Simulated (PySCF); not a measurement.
NdH2 at several levels of theory

Computed with PySCF 2.14.0 (density fitting, no spin-orbit coupling) at the geometry relaxed with PBE0:

```xyz
3
NdH2 (singlet in the valence; each metal's 4f electrons, 4 of them, lie in its core potential, out of spins and levels)
Nd    0.0000    0.0000   -0.1565
H     1.8423    0.0000    1.0471
H    -1.8423    0.0000    1.0471
```

```csv
level,basis,state,HOMO (eV),gap (eV),charge on Nd1 (e),population of f-type functions on Nd1 (polarisation alone where 4f lies in the core),dipole about the centre of mass (D),largest force component (eV/Å)
PBE0,"Nd lcecp-0-SVP with ECP50, H def2-SVP",singlet,–,–,0.43,0.01,6.77,0.00
r2SCAN,the same,singlet,–,–,0.43,0.01,6.76,0.05
PBE,the same,singlet,–,–,0.33,0.01,6.23,0.10
```

In the lcecp rows the 4f levels are missing from HOMO and gap, and the state counts the valence alone.

Charges are Mulliken's, which hang on the basis. The relaxation used the grid (50, 194), these runs (75, 302) or, all-electron (x2c bases, spin-free X2C Hamiltonian), (99, 590).

**Question.** What does PBE0 with Nd lcecp-0-TZVP with ECP50, H def2-TZVP give here?

**Answer.** state singlet, charge on Nd1 (e) 0.65, population of f-type functions on Nd1 (polarisation alone where 4f lies in the core) 0.01, dipole about the centre of mass (D) 6.85, largest force component (eV/Å) 0.07. Time: 2.6 s on 2 threads of Arm Neoverse V1, on a shared host, from free ions and atoms.

An lcecp potential fixes the number of 4f electrons, so in runs with it no electron can move into or out of that shell; real Nd(II) is rare or takes another configuration.
